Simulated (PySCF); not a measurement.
## Shifts of the heteroatoms

Structure with atom numbers: `[CH3:1][C:2]1=[CH:3][C@@:4]([CH3:5])([C:6](=[O:7])[OH:8])[CH2:9]1` (H(Xn): hydrogen on atom n). Ha(C9) is pro-R; Hb(C9) is pro-S.

PySCF calculation with coordinates at the GFN2-xTB level and σ from GIAO-PBE0/pcSseg-1; single conformer, relativity neglected, no solvent, rapidly exchanging positions averaged.

Where does ¹⁷O resonate?

## Answers


```csv
atoms,environment,σ (ppm),δ (ppm)
O7,carbonyl oxygen,-90.2,348.9
O8,acid hydroxyl oxygen,132.8,145.7
```

Shieldings were converted by a linear fit to measured shifts: ¹⁷O: δ = 266.70 − 0.911σ (rms 10.7 ppm, 155 shifts, 12.2 ppm with the 3 outliers that the fit left out vs liquid water, solution or neat liquid). A few per cent of atoms miss by over 2 rms, more outside the fitted compound classes.

On a 500 MHz spectrometer ¹⁷O resonates near 67.8 MHz, so 1 ppm is 67.8 Hz.

In solution the two oxygens of a carboxylic acid exchange roles by proton transfer and give one 17O line. Hydrogen bonding in solution shields acid and N–H amide carbonyl oxygens by tens of ppm.
